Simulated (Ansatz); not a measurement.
Computed with Ansatz.

A structure relaxed at PBE0-D4/def2-TZVP, charge 0, multiplicity 1:

```tsv
atom	x (Å)	y (Å)	z (Å)
C1	0.6881	1.2464	1.5305
C2	0.9876	-0.2152	1.2243
B3	0.2761	-0.8422	-0.0312
N4	-0.5820	-0.1044	-0.8360
C5	-1.2871	-0.5658	-2.0072
H6	-0.3786	1.4066	1.7172
H7	1.2235	1.6011	2.4146
H8	0.9770	1.8977	0.6994
H9	0.7405	-0.8396	2.0936
H10	2.0694	-0.3589	1.0989
H11	0.4594	-1.9930	-0.3319
H12	-0.7549	0.8637	-0.6089
H13	-1.0470	-1.6155	-2.1755
H14	-2.3718	-0.4785	-1.8871
H15	-1.0001	-0.0023	-2.9009
```

Question: Give its formula and SMILES.

Answer: C3H10BN, `CCBNC`.

Question: Point group (tolerance 0.08 Å, 0.16 Å for H)?

Answer: Cs.

Question: Summarise the bond lengths by kind.

Answer: 1 × C–C 1.523 Å; 8 × C–H 1.090 to 1.099 Å; 1 × B–C 1.573 Å; 1 × B–N 1.389 Å; 1 × B–H 1.203 Å; 1 × C–N 1.443 Å; 1 × H–N 1.009 Å.
